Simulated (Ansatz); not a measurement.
Ansatz (a first-principles code) input (RI-MP2/def2-TZVPPD):
A basis named .json is the Basis Set Exchange file of that set.

Ansatz 0.2 input:
```yaml
crystal:
  periodic: [false, false, false]
  atoms:
    - {symbol: B, position_ang: [0.04080847, -0.05580682, 0.09112762]}
    - {symbol: H, position_ang: [-1.00450769, 0.19862766, -0.59340311]}
    - {symbol: H, position_ang: [0.45813034, -0.62650713, 1.02303099]}
    - {symbol: H, position_ang: [0.34233501, 0.70691356, -0.88526598]}
basis:
  gaussian:
    orbitals: def2-TZVPPD.json
    fitting: {mean_field: def2-universal-jkfit, correlation: def2-TZVPPD-RIFIT.json}
total_charge: 1
magnetization: {spin_polarized: true, initial_magnetization: 1}
correlation: {method: mp2, electrons: outside_noble_gas}
```

End of the output:

```
integrals: 0.01 GiB planned
129 factors; integrals over basis functions are off by at most 1.0e0 eV
209 factors; integrals over basis functions are off by at most 6.9e-1 eV
mean field: 0.10 GiB planned
mean field evaluation 1: about -706.6297 eV, gradient 7.9e0 eV
mean field evaluation 2: about -707.1361 eV, gradient 2.3e0 eV
mean field evaluation 4: about -707.1929 eV, gradient 1.8e-1 eV
mean field -707.19349952 eV, -25.9888817544 hartree, gradient 1.2e-6 eV, S^2 0.761026; 0 other end points of the search recorded, 0 dependent functions left out
1 core orbitals not correlated
reference -707.19349952 eV, -25.9888817544 hartree; 3, 2 occupied and 84, 85 virtual orbitals, 209 factors
second order -2.28180889 eV of doubles, -0.00000000 eV of singles
Total energy: -709.47530841 eV, -26.0727366843 hartree
```
